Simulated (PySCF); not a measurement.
C₂H₈B₂O₂, SMILES BCCB(O)O (GFN2-xTB optimised geometry):

```
14

B     -0.769    -2.456     0.012
C      0.057    -1.121    -0.002
C     -0.734     0.198     0.001
B      0.160     1.528     0.000
O      1.523     1.528     0.000
O     -0.466     2.724     0.000
H     -0.192    -3.474    -0.021
H     -1.936    -2.455     0.061
H      0.726    -1.135    -0.872
H      0.729    -1.136     0.865
H     -1.393     0.215     0.870
H     -1.396     0.216    -0.867
H      1.936     0.665    -0.001
H      0.131     3.474     0.000
```

Calculation: PBE/def2-TZVP (PySCF 2.14.0).

Q: What are the frontier orbital energies and the dipole moment?

A: HOMO-2 -7.74 eV, HOMO-1 -7.51 eV, HOMO -6.93 eV, LUMO -2.49 eV, LUMO+1 -0.20 eV; dipole moment 1.37 D.

On the same geometry PySCF with PBE0/def2-TZVP gives HOMO-2 -9.18 eV, HOMO-1 -9.14 eV, HOMO -8.33 eV, LUMO -1.45 eV, LUMO+1 0.61 eV; dipole moment 1.39 D.

Meta-Löwdin charges at PBE/def2-TZVP: B1 0.02, C2 -0.31, C3 -0.34, B4 0.40, O5 -0.51, O6 -0.50, H7 0.01, H8 0.02, H9 0.13, H10 0.13, H11 0.13, H12 0.13, H13 0.35, H14 0.35.
